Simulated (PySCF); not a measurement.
## Which element holds N most strongly?

PBE0 in PySCF with def2-TZVPPD on every atom (core potentials on Sb), for the lowest determinant that a PBE0 search found; no spin–orbit coupling. D0 is De less the harmonic zero-point energy.

```json
{"M": "Cu", "state (unpaired electrons)": "triplet (π ↑↑)", "Re (Å)": "1.807", "ωe (cm⁻¹)": "562", "D0(MN) (eV)": "1.71"}
{"M": "C", "state (unpaired electrons)": "doublet (σ ↑)", "Re (Å)": "1.160", "ωe (cm⁻¹)": "2184", "D0(MN) (eV)": "7.61"}
{"M": "Sb", "state (unpaired electrons)": "singlet (closed shell)", "Re (Å)": "1.804", "ωe (cm⁻¹)": "977", "D0(MN) (eV)": "3.11"}
{"M": "Zn", "state (unpaired electrons)": "quartet (σ ↑, π ↑↑)", "Re (Å)": "2.035", "ωe (cm⁻¹)": "360", "D0(MN) (eV)": "0.36"}
{"M": "As", "state (unpaired electrons)": "singlet (closed shell)", "Re (Å)": "1.603", "ωe (cm⁻¹)": "1168", "D0(MN) (eV)": "4.55"}
{"M": "B", "state (unpaired electrons)": "triplet (σ ↑, π ↑)", "Re (Å)": "1.316", "ωe (cm⁻¹)": "1595", "D0(MN) (eV)": "4.72"}
{"M": "P", "state (unpaired electrons)": "singlet (closed shell)", "Re (Å)": "1.479", "ωe (cm⁻¹)": "1429", "D0(MN) (eV)": "5.91"}
```

**Question.** Order the elements by D0 and give the energy of BN + C → CN + B.

**Answer.** C > P > B > As > Sb > Cu > Zn; ΔE = 4.72 − 7.61 = -2.89 eV at PBE0/def2-TZVPPD. Close neighbours can swap at other levels.

Weak bonds: ZnN. Basis-set superposition, not corrected here, can be much of De in a small basis, most of all at correlated wavefunction levels. Functionals without a dispersion term scatter widely for such bonds, and LDA overbinds them. Spin–orbit coupling is left out, which matters for elements this heavy, above all for dissociation energies. States were picked by a PBE0 search and need not be the measured ground states.
